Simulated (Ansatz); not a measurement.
Born–Oppenheimer molecular dynamics of C2H8ClNO2Si (15 atoms, charge 0, multiplicity 1). It starts from a relaxed structure.

Method: Ansatz 0.2.0, RKS PBE0/STO-3G.

```yaml
ensemble: NVT, Langevin thermostat
time_step: 0.5 fs
steps_asked: 150
set_temperature: 200 K
friction: 0.05 /fs
seed: 568842
```

First frame:

```xyz
15
Properties=species:S:1:pos:R:3
Si 0.081 -0.126 -0.223
Cl -0.255 0.230 1.864
N 1.706 0.033 -0.740
H 2.385 -0.653 -0.366
H 2.123 0.979 -0.691
O -0.742 1.074 -1.083
C -2.117 1.294 -0.677
H -2.239 1.387 0.421
H -2.447 2.243 -1.138
H -2.801 0.495 -1.032
O -0.293 -1.745 -0.532
C -1.554 -2.206 0.017
H -1.697 -1.925 1.079
H -2.430 -1.839 -0.557
H -1.554 -3.310 -0.047
```

**Question.** How far do the bonds stretch over the last three quarters of this one trajectory? (Pairs bonded in most of those frames.)

**Answer.** 
```tsv
bond	mean (Å)	spread (Å)	shortest	longest
Si1–Cl2	2.183	0.020	2.15	2.22
Si1–N3	1.711	0.035	1.66	1.76
Si1–O6	1.705	0.020	1.66	1.74
Si1–O11	1.699	0.014	1.66	1.72
N3–H4	1.034	0.015	0.99	1.07
N3–H5	1.037	0.015	1.01	1.07
O6–C7	1.460	0.031	1.41	1.51
C7–H8	1.109	0.020	1.06	1.14
C7–H9	1.109	0.022	1.06	1.16
C7–H10	1.109	0.018	1.07	1.15
O11–C12	1.450	0.016	1.42	1.48
C12–H13	1.112	0.034	1.05	1.18
C12–H14	1.109	0.012	1.09	1.14
C12–H15	1.107	0.022	1.06	1.16
```

Mean temperature of the second half: 220 K. The mean temperature of the second half is 10 % above the set value. A run of 0.075 ps of so small a system gives no equilibrium averages. Limits of this set-up: minimal basis.

The run took 4.3 min on 1 thread of AMD EPYC 9R45 96-Core Processor (Zen 5), with other jobs on the host, peak memory 0.16 GiB.
